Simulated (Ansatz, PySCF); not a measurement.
This PySCF input computes a B3LYP/def2-TZVPD energy:

```python
from pyscf import gto, scf, dft

mol = gto.M(
    atom='''
    C    -1.79943925   -0.19554981   -0.30553247
    C    -0.51248260   -0.03502748    0.50256221
    C     0.78164241    0.06731417   -0.37023331
    O     1.90548821    0.20653768    0.30822573
    H    -1.75734433   -1.09873935   -0.92416679
    H    -1.93721244    0.65229267   -0.98554235
    H    -2.69584437   -0.26564432    0.32170343
    H    -0.55987408    0.86668066    1.12501284
    H    -0.38022345   -0.88223410    1.18631418
    H     0.54328338    0.91190750   -1.10595370
    H     0.72498623   -0.85698583   -1.04395209
    ''',
    basis='def2-tzvpd',
    charge=-1,
    spin=0,
    verbose=4,
)

mf = dft.RKS(mol, xc='b3lyp').density_fit(auxbasis='def2-universal-jkfit')
mf.grids.level = 3
mf.conv_tol = 1e-9
mf.max_cycle = 100
mf.max_memory = 1500
mf.kernel()
if not mf.converged:
    mf = mf.newton()
    mf.kernel(mf.make_rdm1())
mf.analyze()
```

### Question
Write an input for the same energy in Ansatz (an electronic-structure program) and say what it gives.

### Answer

Ansatz 0.2 input:
```yaml
crystal:
  periodic: [false, false, false]
  atoms:
    - {symbol: C, position_ang: [-1.79943925, -0.19554981, -0.30553247]}
    - {symbol: C, position_ang: [-0.51248260, -0.03502748, 0.50256221]}
    - {symbol: C, position_ang: [0.78164241, 0.06731417, -0.37023331]}
    - {symbol: O, position_ang: [1.90548821, 0.20653768, 0.30822573]}
    - {symbol: H, position_ang: [-1.75734433, -1.09873935, -0.92416679]}
    - {symbol: H, position_ang: [-1.93721244, 0.65229267, -0.98554235]}
    - {symbol: H, position_ang: [-2.69584437, -0.26564432, 0.32170343]}
    - {symbol: H, position_ang: [-0.55987408, 0.86668066, 1.12501284]}
    - {symbol: H, position_ang: [-0.38022345, -0.88223410, 1.18631418]}
    - {symbol: H, position_ang: [0.54328338, 0.91190750, -1.10595370]}
    - {symbol: H, position_ang: [0.72498623, -0.85698583, -1.04395209]}
basis:
  gaussian:
    orbitals: def2-TZVPD
hamiltonian:
  xc: {name: B3LYP}
total_charge: -1
output: {forces: true}
```
It gives -193.82697 Eh, and PySCF -193.82705 Eh, a difference of 0.08 mEh, from the treatment of integrals and grids.

It need not be the lowest isomer of its formula. Whether it binds its extra electron was not tested at this geometry.
